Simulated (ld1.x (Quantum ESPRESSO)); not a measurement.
Varying the TM potential for Ru (Z = 44)

Base potential:

Ru (Z = 44), norm-conserving Troullier–Martins (Kleinman–Bylander form), made with ld1.x (Quantum ESPRESSO) 7.5 (PBE, non-relativistic). Core [Kr], reference 4d7.5 5s0.5 5p0. Waves: 5p (bound, empty): rc 3.85 bohr; 4d (bound): rc 1.15 bohr; 5s (bound): rc 2.60 bohr. Local part: the s channel. Core correction: Bessel-smoothed model core, default radius (core density twice the valence density).

All-electron outer shells of the reference configuration (PBE, non-relativistic, ld1.x):

```
shell  level (eV)  outermost node (bohr)  outermost maximum (bohr)
   4p      -43.71                   0.49                      0.99
   4d       -4.29                   0.48                      1.21
   5s       -3.42                   1.28                      2.90
   5p       -0.68                   1.44                      4.33
```

Cutoffs, loose and tight: the cutoffs (Ry, on a coarse ladder) from which the occupation-weighted sum of valence levels, in a spherical-Bessel basis at the reference potential, stays within 10 and 1 mRy of its value at 400 Ry. They do not see the model core or the augmentation charge, which bear on the density cutoff. Test errors are all-electron minus pseudo excitation energies from the reference, over the configurations 4d7 5s1 5p0; 4d7 5s0 5p0; 4d6 5s0 5p0; 4d6 5s1 5p0; 4d7 5s0.5 5p0; 4d6 5s2 5p0; 4d7 5s0 5p1. A dash means not determined; rows that change the core or the reference have their own tests. The largest error is taken over the tests solved by every variant that gives reliable tests at all: 4d6 5s0 5p0; 4d6 5s1 5p0; 4d6 5s2 5p0; 4d7 5s0.5 5p0; 4d7 5s1 5p0.

| change | outcome | cutoff, loose | cutoff, tight | bound ghosts | largest test error (meV) |
| --- | --- | --- | --- | --- | --- |
| base | generated | 80 Ry | 110 Ry | none | -307 |
| wave 5p (bound): rc 3.85 bohr becomes 5p (bound): rc 4.60 bohr | generated | 80 Ry | 110 Ry | none | -307 |
| scalar-relativistic | generated | 80 Ry | 110 Ry | none | -258 |
| wave 5s (bound): rc 2.60 bohr becomes 5s (bound): rc 3.06 bohr | generated | 80 Ry | 110 Ry | none | -301 |
| wave 4d (bound): rc 1.15 bohr becomes 4d (bound): rc 1.58 bohr | generated | 55 Ry | 70 Ry | none | -305 |
| all radii but the core radius scaled by about 0.85 (s 2.22, p 3.28, d 0.98 bohr) | generated | 160 Ry | 260 Ry | none | -286 |
| reference 4d7 5s1 5p0 | generated | 80 Ry | 110 Ry | none | -2108 |
